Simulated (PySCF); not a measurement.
## From computed data to an observable: oscillator strength and radiative lifetime

Ge(H)2(Cl)(OH) (ClGeH₃O), SMILES [OH][GeH2][Cl].

Coordinates come from a PBE0-D3(BJ)/def2-TZVP optimisation. Other conformers were not sampled.

TDDFT-PBE0/def2-SVPD in PySCF puts the first singlet state with f over 0.02 at 7.20 eV (vertical), with the transition dipole (0.102, -0.120, 0.406) in atomic units.

Find the oscillator strength, the wavelength and the radiative lifetime that this transition would have in vacuum if emission retraced absorption.


|μ|² = 0.1896 au, so |μ| = 1.11 D. ΔE = 7.20/27.211 = 0.2646 hartree. f = (2/3) ΔE |μ|² = 0.033 (the program prints 0.033).
λ = 1239.84/7.20 = 172 nm; ν = 58072 cm⁻¹.
Einstein's coefficient A = 0.6670 ν² f s⁻¹ (ν in cm⁻¹) = 7.5e7 s⁻¹, so τ = 1/A = 13 ns. This state is S1. The figure is the radiative limit of this one transition; relaxation, internal conversion, crossing to triplets and a medium change what is measured.
